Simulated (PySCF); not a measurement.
From computed data to an observable: chemical shift, span and skew from a shielding tensor

germylmethylgermane (CH8Ge2), SMILES [GeH3][CH2][GeH3]. Atoms are numbered in the order given.

```xyz
11

Ge     1.6445     0.0000    -0.1031
C      0.0000     0.0000     0.9570
Ge    -1.6445     0.0000    -0.1031
H      2.8800     0.0000     0.8188
H      1.6915    -1.2524    -0.9997
H      1.6915     1.2524    -0.9997
H      0.0000     0.8871     1.6099
H      0.0000    -0.8871     1.6099
H     -1.6915    -1.2524    -0.9997
H     -1.6915     1.2524    -0.9997
H     -2.8800     0.0000     0.8188
```

Coordinates come from a PBE0-D3(BJ)/def2-SVP optimisation.

GIAO shieldings from PBE/pcSseg-1 (PySCF), non-relativistic, no solvent. The symmetric part of the tensor of C2 has the principal values 188.0, 191.1, 194.0 ppm. The same nucleus in TMS has σ = 182.0 ppm at this level (PySCF, at its B3LYP-D3(BJ)/def2-TZVP geometry).

Problem. Work out the isotropic shielding, the ¹³C shift against TMS, the span and the skew.

Solution. 
σ(iso) = (σ11 + σ22 + σ33)/3 = 191.0 ppm. δ = σ(ref) − σ(iso) = 182.0 − (191.0) = -9.0 ppm.
Span Ω = σ33 − σ11 = 6.0 ppm. Skew κ = 3(σ(iso) − σ22)/Ω = -0.03. Tumbling in solution averages the tensor to δ; in a static solid the shielding alone would spread this spin-1/2 line over Ω.
